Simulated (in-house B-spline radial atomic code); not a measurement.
## RPA and G0W0 on B3LYP (VWN-RPA): As VI (As5+)

Configuration [Ar] 3d10, mean-field start B3LYP (VWN-RPA). Computed with an all-electron radial atomic-structure program (B-spline basis): all electrons, non-relativistic, point nucleus, each spin shell either full or empty, empty states to l = 9 with an (l + 1/2)⁻⁴ tail; G0W0 by contour deformation at full frequency.

Command:
```bash
python run_gw.py task.json out
```
Settings (radii: box in bohr, nucleus in fm):
```
Z                        33
electrons                28
configuration            [Ar] 3d10
hamiltonian              nr
method                   b3lyp
lmax                     9
spin_polarised           False
box_radius               10.43
intervals                50
```

Cost of the run: 1.9 s on 1 thread of Arm Neoverse N1 (shared host).

Energies (hartree):

| term | value |
| --- | --- |
| mean-field total | -2229.68943 |
| Hartree-Fock functional on these orbitals | -2228.23827 |
| direct second order | -2.3902 |
| second-order exchange | 0.6919 |
| SOSEX correction | 0.63984 |

(1) What is the RPA correlation energy, and what remains with SOSEX?

Quasi-particle levels (eV):

| level | occupied | mean field | Σx - vxc | Σc | QP weight | G0W0 |
| --- | --- | --- | --- | --- | --- | --- |
| 3d | yes | -111.52 | -13.30 | ? | ? | ? |
| 4s | no | -68.13 | 7.41 | -1.34 | 0.991 | -62.06 |

G0W0 = mean field + (Σx - vxc) + Σc, with Σc (partial-wave tail included) taken at the quasi-particle energy. Only the outer levels were computed. Levels of low weight are left out.

(2) Where does G0W0 put 3d?

Answers

(1) RPA gives -2.0847 hartree (-2.03 eV per electron); RPA + SOSEX gives -1.4449, and the second-order doubles -1.6983 hartree (no singles). RPA lacks exchange-type terms and so overcorrelates at short range.

(2) At -122.54 eV, with Σc = 2.28 eV and a quasi-particle weight of 0.956. The tabulated removal energy is 121.19 ± 0.06 eV (NIST, measured); the calculation leaves out relativity, Breit and QED terms, and what these don't explain is the method's own error.
